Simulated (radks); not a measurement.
The numbers below are computed, except where a source is named.
Spherical quantum dot in the effective-mass picture: electrons in a well V = -V0 / (1 + exp((r - R)/a)) with V0 = 58.2, R = 1.31, a = 0.15, all in effective atomic units (hartree* = m*/eps^2 hartree, bohr* = eps/m* bohr), one dielectric constant everywhere. Level of theory: non-relativistic Kohn-Sham, exchange-only LDA, spin-polarised, spherical densities (a radial shooting solver with Libxc functionals). Levels are named by radial order and angular momentum (1s, 1p, 1d, 2s, ...), and open shells are averaged over m. Results are scaled to m* = 0.286 and eps = 13.9, for which hartree* = 40.28 meV and bohr* = 2.572 nm. Each electron was tried in the lowest free levels, single moves between levels near the top were tried too, and the lowest total energy was kept; such a search can miss a lower state. At N = 1 the Hartree and exchange-correlation terms need not cancel, so that row can carry a self-interaction error.

N        open shells  2S   E (meV)  addition energy mu(N+1) - mu(N) (meV)  rms radius (nm)
1   1s(up 1, down 0)   1  -2168.56                                  61.77            1.590
2               none   0  -4275.36                                  191.5            1.622
3   1p(up 1, down 0)   1  -6190.63                                  43.07            1.742
4   1p(up 2, down 0)   2  -8062.83                                  44.41            1.805
5   1p(up 3, down 0)   3  -9890.64                                  60.27            1.847
6   1p(up 3, down 1)   2  -11658.2                                  41.66            1.881
7   1p(up 3, down 2)   1  -13384.0                                  43.02            1.907
8               none   0  -15066.9                                  206.9            1.930
9   1d(up 1, down 0)   1  -16542.8                                  40.06            1.969
10  1d(up 2, down 0)   2  -17978.7                                  40.32            2.002
11  1d(up 3, down 0)   3  -19374.3                                  40.44            2.030
12  1d(up 4, down 0)   4  -20729.4                                  40.49            2.054
13  1d(up 5, down 0)   5  -22044.0                                  53.75            2.075
14  1d(up 5, down 1)   4  -23304.9                                  39.04            2.095
15  1d(up 5, down 2)   3  -24526.7                                  39.31            2.112
16  1d(up 5, down 3)   2  -25709.3                                  39.46            2.129
17  1d(up 5, down 4)   1  -26852.3                                  39.52            2.144
18              none   0  -27955.9                                  136.5            2.158
19  2s(up 1, down 0)   1  -28922.9                                  52.19            2.162
20              none   0  -29837.8                                  109.2            2.166
21  1f(up 1, down 0)   1  -30643.5                                  37.23            2.184
22  1f(up 2, down 0)   2  -31411.9                                  37.25            2.202
23  1f(up 3, down 0)   3  -32143.1                                  37.25            2.218
24  1f(up 4, down 0)   4  -32837.1                                  37.24            2.233
25  1f(up 5, down 0)   5  -33493.8                                      -            2.247

All shells are closed at N = 2, 8, 18, 20 (there: 1s2 1p6 1d10 2s2); the second difference of the energy has clear peaks (12 % above both neighbours; the first and last values, which can be the largest, are not judged, and half-filled shells can peak too) at N = 2, 5, 8, 13, 18, 20.
